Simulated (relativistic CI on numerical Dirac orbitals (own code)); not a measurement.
# Slater and spin-orbit integrals, Bi51+

Computed by Dirac-Coulomb-Breit CI, KLI orbitals optimised for each configuration, QED by a radiative potential, unscaled Slater integrals (own radial code, finite nucleus).

Slater integrals F^k, G^k are unscaled and averaged over j, outside the closed core [Ar] 3d10; ζ comes from projecting the Hamiltonian with its Breit term on Σ l·s of the shell.

- 4s2.4p2: F^2(4p,4p) = 293540, ζ(4p) = 966660 cm⁻¹; <r>(4p) = 0.3442, <r^2>(4p) = 0.1344 (bohr units).
- 4s.4p3: F^2(4p,4p) = 293520, G^1(4s,4p) = 384070, ζ(4p) = 966160 cm⁻¹; <r>(4s) = 0.3348, <r^2>(4s) = 0.1263, <r>(4p) = 0.3443, <r^2>(4p) = 0.1345 (bohr units).
- 4s2.4p.4d: ζ(4p) = 967670, F^2(4p,4d) = 290400, G^1(4p,4d) = 355930, G^3(4p,4d) = 229210, ζ(4d) = 121060 cm⁻¹; <r>(4p) = 0.3444, <r^2>(4p) = 0.1345, <r>(4d) = 0.3406, <r^2>(4d) = 0.1328 (bohr units).

Averages of the first 10 configurations, taken without configuration mixing, which lowers the lowest level and can move excited configurations by several eV; other configurations of the list can lie among them:

```json
{"Configuration": "4s2.4p2", "Parity": "even", "States": "15", "Average energy above the lowest level (eV)": "240.3"}
{"Configuration": "4s.4p3", "Parity": "odd", "States": "40", "Average energy above the lowest level (eV)": "484.5"}
{"Configuration": "4s2.4p.4d", "Parity": "odd", "States": "60", "Average energy above the lowest level (eV)": "515.2"}
{"Configuration": "4p4", "Parity": "even", "States": "15", "Average energy above the lowest level (eV)": "741.9"}
{"Configuration": "4s2.4d2", "Parity": "even", "States": "45", "Average energy above the lowest level (eV)": "793.9"}
{"Configuration": "4s2.4p.4f", "Parity": "even", "States": "84", "Average energy above the lowest level (eV)": "743.3"}
{"Configuration": "4s.4p2.4d", "Parity": "even", "States": "300", "Average energy above the lowest level (eV)": "753.7"}
{"Configuration": "4s.4p2.4f", "Parity": "odd", "States": "420", "Average energy above the lowest level (eV)": "982.1"}
{"Configuration": "4s2.4f2", "Parity": "even", "States": "91", "Average energy above the lowest level (eV)": "1247.8"}
{"Configuration": "4p2.4d2", "Parity": "even", "States": "675", "Average energy above the lowest level (eV)": "1272.6"}
```
